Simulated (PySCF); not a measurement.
# CH8FNO2Si2

The system: CH8FNO2Si2, a molecule drawn to mimic a surface site (built as: C site whose three back bonds go to OSiH3, NHSiH3, OH; end group F); neutral, singlet. The structure, one conformer, was relaxed in the gas phase by PBE0-D3(BJ)/def2-SVP. No frequency run checks that it is a minimum.

SMILES: OC(F)(N[SiH3])O[SiH3]

```tsv
atom	x (Å)	y (Å)	z (Å)
C1	0.790	-0.286	-0.275
O2	-0.157	-0.433	0.688
Si3	0.139	-0.131	2.335
N4	0.149	0.020	-1.491
Si5	-1.581	0.263	-1.599
O6	1.698	0.654	0.180
F7	1.496	-1.465	-0.428
H8	0.210	1.329	2.610
H9	1.379	-0.821	2.782
H10	-1.052	-0.718	3.004
H11	0.690	-0.196	-2.319
H12	-2.397	-0.936	-1.247
H13	-2.019	1.413	-0.758
H14	-1.805	0.586	-3.041
H15	2.447	0.697	-0.425
```

Shieldings: GIAO PBE0/pcSseg-1. Shifts are against computed references at the same level: C TMS (σ 184.4 ppm), H TMS (σ 31.27 ppm), Si TMS (σ 352.0 ppm). Core levels by delta-SCF with SCAN, pcX-2 on the ionised atom and pcseg-1 elsewhere, spin-free X2C; from the vacuum level, for chosen atoms.

Question: Give the shieldings and core levels atom by atom.

Answer: 
| atoms | bonded to | σ (ppm) | δ (ppm) | core level (eV) |
| --- | --- | --- | --- | --- |
| C1 | 1 F + 1 N + 2 O | 63.4 | 121.0 | 1s 297.02 |
| O2 | 1 C + 1 Si | 234.2 | - | 1s 538.84 |
| Si3 | 1 O + 3 H | 385.2 | -33.2 | - |
| N4 | 1 C + 1 Si + 1 H | 204.0 | - | 1s 405.00 |
| Si5 | 1 N + 3 H | 413.9 | -61.9 | - |
| O6 | 1 C + 1 H | 191.2 | - | 1s 539.56 |
| F7 | 1 C | 227.0 | - | 1s 692.45 |
| H8 H9 H10 | 1 Si | 26.36 | 4.91 | - |
| H11 | 1 N | 30.09 | 1.18 | - |
| H12 H13 H14 | 1 Si | 26.72 | 4.55 | - |
| H15 | 1 O | 29.08 | 2.19 | - |

Values are those of this one static structure, with the three H of a rotating XH3 group averaged; atoms that internal rotation interchanges would show their mean in an NMR spectrum.

Question: Which of O2, O6 holds its core electrons tightest, and by how much against the loosest?

Answer: O6 (bonded to 1 C + 1 H), by 0.73 eV over O2 (bonded to 1 C + 1 Si).

Question: By CAM-B3LYP/def2-SVPD (TDDFT singlets, Tamm-Dancoff triplets, ionisation by delta-SCF), where does absorption start, and what does vertical ionisation take?

Answer: The lowest singlet lies at 6.65 eV (f 0.009), the strongest of the first 6 at 7.71 eV (f 0.027), the lowest triplet at 6.39 eV; vertical ionisation takes 9.87 eV.

The 3 runs behind this took 4.7 min in all, one thread each of Arm Neoverse N1 on a shared host, launched as `OMP_NUM_THREADS=1 python cluster_run.py task.json out`.
